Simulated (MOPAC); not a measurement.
MOPAC input (PM7):

```
PM7 1SCF CHARGE=-1 GEO-OK AUX(PRECISION=9) THREADS=1
C3H7Si

C    -2.45650900 1   -0.53814300 1    0.09035700 1
C    -1.21647700 1    0.04603300 1    0.09224000 1
C     0.05760200 1   -0.49479200 1   -0.18827900 1
Si    1.59250000 1    0.40542000 1   -0.01072500 1
H    -2.59056100 1   -1.59255500 1   -0.13395900 1
H    -3.34888700 1    0.03982700 1    0.29935900 1
H    -1.21534900 1    1.11187800 1    0.34179500 1
H     0.09975700 1   -1.55334800 1   -0.44848200 1
H     2.60981100 1    0.15264300 1   -1.09843500 1
H     2.47202800 1    0.19593400 1    1.21396100 1
H     1.37050500 1    1.89114200 1    0.01000500 1
```

From the output:

```
                                                       MOPAC v23.2.5 Linux

          FINAL HEAT OF FORMATION =          8.68278 KCAL/MOL =      36.32875 KJ/MOL

          COSMO AREA              =        129.08 SQUARE ANGSTROMS
          COSMO VOLUME            =        117.86 CUBIC ANGSTROMS

          IONIZATION POTENTIAL    =          2.052450 EV
          HOMO LUMO ENERGIES (EV) =         -2.052  6.669
          NO. OF FILLED LEVELS    =         12
          MOLECULAR WEIGHT        =         71.1738         POINT GROUP:  C1

          MOLECULAR DIMENSIONS (Angstroms)

            Atom       Atom       Distance
            H     9    H     6     6.12149
            H     5    H    11     3.56899
            H    10    H     9     2.10633

          SCF CALCULATIONS        =          1

   ATOM   CHEMICAL          X               Y               Z
  NUMBER   SYMBOL      (ANGSTROMS)     (ANGSTROMS)     (ANGSTROMS)

     1       C         -2.45650900  *  -0.53814300  *   0.09035700  *
     2       C         -1.21647700  *   0.04603300  *   0.09224000  *
     3       C          0.05760200  *  -0.49479200  *  -0.18827900  *
     4      Si          1.59250000  *   0.40542000  *  -0.01072500  *
     5       H         -2.59056100  *  -1.59255500  *  -0.13395900  *
     6       H         -3.34888700  *   0.03982700  *   0.29935900  *
     7       H         -1.21534900  *   1.11187800  *   0.34179500  *
     8       H          0.09975700  *  -1.55334800  *  -0.44848200  *
     9       H          2.60981100  *   0.15264300  *  -1.09843500  *
    10       H          2.47202800  *   0.19593400  *   1.21396100  *
    11       H          1.37050500  *   1.89114200  *   0.01000500  *

                             CARTESIAN COORDINATES

   1    C       -2.456509000    -0.538143000     0.090357000
   2    C       -1.216477000     0.046033000     0.092240000
   3    C        0.057602000    -0.494792000    -0.188279000
   4   Si        1.592500000     0.405420000    -0.010725000
   5    H       -2.590561000    -1.592555000    -0.133959000
   6    H       -3.348887000     0.039827000     0.299359000
   7    H       -1.215349000     1.111878000     0.341795000
   8    H        0.099757000    -1.553348000    -0.448482000
   9    H        2.609811000     0.152643000    -1.098435000
  10    H        2.472028000     0.195934000     1.213961000
  11    H        1.370505000     1.891142000     0.010005000

           Empirical Formula: C3 H7 Si  =    11 atoms

      MOLECULAR POINT GROUP   :   C1

                  EIGENVALUES
 -21.50082 -16.91252 -13.25240 -12.39341  -9.55272  -8.92465  -7.57074  -7.42357
  -6.51258  -5.73542  -5.52806  -2.05245   6.66935   7.07686   7.55247   7.68221
  10.90947  11.55563  11.75516  12.06755  12.76370  12.83156  13.08823  26.40528
  26.52816  27.47762  27.62819  28.26766

              NET ATOMIC CHARGES AND DIPOLE CONTRIBUTIONS

  ATOM NO.   TYPE          CHARGE      No. of ELECS.   s-Pop       p-Pop       d-Pop
    1          C          -0.721020        4.7210     1.05561     3.66541
    2          C           0.119154        3.8808     1.07155     2.80930
    3          C          -0.740956        4.7410     1.04243     3.69853
    4         Si          -0.003440        4.0034     0.88483     2.96223     0.15638
    5          H           0.119959        0.8800     0.88004
    6          H           0.104499        0.8955     0.89550
    7          H           0.068561        0.9314     0.93144
    8          H           0.139147        0.8609     0.86085
    9          H          -0.030267        1.0303     1.03027
   10          H          -0.041960        1.0420     1.04196
   11          H          -0.013676        1.0137     1.01368
 DIPOLE           X         Y         Z       TOTAL
 POINT-CHG.     3.152     1.874     0.198     3.672
 HYBRID        -0.559    -0.424     0.074     0.705
 SUM            2.593     1.450     0.272     2.983

          ATOMIC ORBITAL ELECTRON POPULATIONS

     Atom    s        px        py        pz      x^2-y^2     xz        z^2       yz        xy
    1  C   1.05561   1.05499   1.13263   1.47779
    2  C   1.07155   0.96106   1.01553   0.83271
    3  C   1.04243   1.01490   1.14034   1.54329
    4 Si   0.88483   0.99067   0.98222   0.98934   0.04569   0.06230   0.02086   0.00498   0.02256
    5  H   0.88004
    6  H   0.89550
    7  H   0.93144
    8  H   0.86085
    9  H   1.03027
   10  H   1.04196
   11  H   1.01368

 **********************
 *                    *
 * JOB ENDED NORMALLY *
 *                    *
 **********************

 == MOPAC DONE ==
```

The dipole moment of an ion depends on the origin.

The geometry given is a B3LYP-D3(BJ)/def2-TZVP minimum.
